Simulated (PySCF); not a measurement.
Telling isomers of C4H9ClO3Si apart by NMR

PySCF 2.14.0 with density-fitted response routines calculation with GIAO PBE0/pcSseg-1 shieldings and GFN2-xTB geometry; averaged over atoms made equivalent by symmetry, fast rotation or ring inversion, gas phase, one conformer, no relativistic terms.

δ = σ(ref) − σ, references computed at the same level: ¹H, ¹³C against TMS. Where no couplings were computed, multiplicities follow the n + 1 count of equivalent neighbours, and m marks all less simple cases (inequivalent or close neighbours, rings, F or P nearby). Shifts are as computed. Against solution values, carbons near 30 ppm lie about +3 ppm off and those near 130 ppm about +5 ppm; carbons on Cl a further +6 ppm. Of 1211 compounds with measured shifts, 218 miss one by over three times the rms of a fit or turn the order of signals round; such compounds aren't used in these exercises. Carbons bonded to Cl come out too deshielded.

(1) Tabulate the signals of `COCC(=O)O[SiH2]CCl`, `CO[C@@H]1O[SiH2]OC[C@H]1Cl` and their relative energies.

(2) What is the quickest way to tell COCC(=O)O[SiH2]CCl from CO[C@@H]1O[SiH2]OC[C@H]1Cl?

Answers

(1) 
```json
{"SMILES": "COCC(=O)O[SiH2]CCl", "carbon types": "1×C 2×CH2 1×CH3", "δC": "177.9, 73.2, 59.8, 32.1", "δH": "4.92 (t, 2H), 4.28 (s, 2H), 3.74 (s, 3H), 3.35 (t, 2H)", "E rel. (kcal/mol)": "14.4"}
{"SMILES": "CO[C@@H]1O[SiH2]OC[C@H]1Cl", "carbon types": "2×CH 1×CH2 1×CH3", "δC": "101.5, 66.5, 64.2, 57.4", "δH": "5.07 (m, 1H), 5.04 (m, 1H), 5.04 (m, 1H), 5.00 (m, 1H), 4.18 (m, 1H), 3.78 (s, 3H), 3.68 (m, 1H)", "E rel. (kcal/mol)": "0.0"}
```

Energies are electronic energies at PBE0/pcSseg-1 on these geometries, without zero-point or thermal terms, each for the one conformer computed, which needn't be the lowest.

(2) Both give the same number of carbon signals, but DEPT or the intensities differ. The first has a carbonyl carbon (C) at 177.9 ppm, the second an sp3 carbon bearing two oxygens (CH) at 101.5 ppm.
